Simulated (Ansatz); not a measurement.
`B[SiH2][SiH](N)F` + SiH₄ → `N[SiH](F)[SiH2][SiH3]` + BH₃  (formal exchange of groups at the Si–B bond)

Gas-phase electronic energies from Ansatz, PBE0-D4/def2-TZVP geometries. CBS: MP2 limit from def2 TZ/QZ plus the TZ coupled-cluster correction, frozen cores. This one scheme is used for every species. Functionals use def2-TZVPP. Each species was taken in one conformer, which may not be the lowest.

| level | ΔE (eV) |
| --- | --- |
| ωB97X-V | -0.16 |
| CCSD/CBS(def2) | -0.16 |

(1) What does CCSD(T)/CBS give? (Best estimate.)

Largest T1 diagnostic among the species: 0.014.

## Answers

(1) Computed: -0.16 eV. The listed levels differ from it by 0.00, 0.00 eV.

From PBE to PBE0 (25 % exact exchange), in def2-TZVPP and without D4, ΔE moves by −0.04 eV.
